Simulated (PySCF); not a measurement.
# P(2+): ionisation energy

P(2+) [Ne] 3s2 3p1 (2P) → P(3+) [Ne] 3s2 (1S), as a difference of total energies. Computed with PySCF 2.14 in def2-TZVPPD (6s5p4d1f, 48 functions), with the non-relativistic Hamiltonian (point nucleus). Correlated levels: valence and next inner shell: 1s2 frozen. The calculations carry no spin-orbit coupling.

```tsv
method	ionisation energy (eV)
UHF	29.599
MP2 (valence and next inner shell)	29.898
SCS-MP2 (valence and next inner shell)	29.882
CCSD (valence and next inner shell)	30.025
CCSD(T) (valence and next inner shell)	30.049
```

**Question.** How much does correlation contribute at CCSD(T) (valence and next inner shell)?

**Answer.** 30.049 − (29.599) = 0.450 eV, measured against UHF.

A first-order spin-orbit estimate (lowest level to lowest level, LS coupling) adds 0.042 eV.

Errors of the correlated levels include the incompleteness of this basis and the frozen core.

For comparison: 30.203 eV (measured; NIST Atomic Spectra Database, ionization energies).
